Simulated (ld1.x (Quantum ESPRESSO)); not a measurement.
# What one change does to a pseudopotential (O (Z = 8), TM)

| Item | Value |
| --- | --- |
| Element | O |
| Generator | ld1.x (Quantum ESPRESSO) 7.5 |
| Type | norm-conserving Troullier–Martins (Kleinman–Bylander form) |
| Functional | BLYP |
| Relativity | non-relativistic |
| Frozen core | [He] |
| Valence charge | 6 |
| Reference configuration | 2s1.5 2p4.5 |
| Partial waves | 2s (bound): rc 0.70 bohr; 2p (bound): rc 1.00 bohr |
| Local potential | all-electron potential smoothed inside 0.60 bohr (lloc = -2) |
| Core correction | Bessel-smoothed model core inside 0.45 bohr |

Change: all radii but the core radius scaled by about 0.94 (s 0.66, p 0.94 bohr); local potential all-electron potential smoothed inside 0.56 bohr (lloc = -2).

Cutoffs: the cutoffs (Ry, on a coarse ladder) from which the occupation-weighted sum of valence levels, in a spherical-Bessel basis at the reference potential, stays within 10 and 1 mRy of its value at 400 Ry; they do not see the model core or the augmentation charge, which bear on the density cutoff. Errors are all-electron minus pseudo energies relative to the spin-unpolarised reference configuration.

Problem. What does the change do?

Solution. The potential gets harder (120 Ry and 200 Ry → 140 Ry and 230 Ry); of the 7 tests that both files solve, the error grows in 0 and shrinks in 1 by more than 15 % and 0.3 meV (median size 8.6 → 7.4 meV); neither file shows a bound ghost. A smaller radius makes the pseudo-wave follow the all-electron one further in, where it bends more sharply, so more plane waves are needed.

```tsv
quantity	base	changed
cutoff, loose	120 Ry	140 Ry
cutoff, tight	200 Ry	230 Ry
loose cutoff by channel (10 mRy a level)	s 70 Ry, p 90 Ry	s 70 Ry, p 100 Ry
bound ghosts	none	none
error for 2s2 2p4, meV [ΔE -7.38 eV]	+2.2	+2.1
error for 2s2 2p3, meV [ΔE 9.05 eV]	+8.6	+7.4
error for 2s2 2p2, meV [ΔE 42.67 eV]	+41	+35
error for 2s2 2p1, meV [ΔE 96.61 eV]	+164	+137
error for 2s2 2p3.5, meV [ΔE -1.10 eV]	+4.1	+3.7
error for 2s1 2p5, meV [ΔE 7.39 eV]	+2.4	+2.4
error for 2s0 2p6, meV [ΔE 22.22 eV]	+22	+21
```
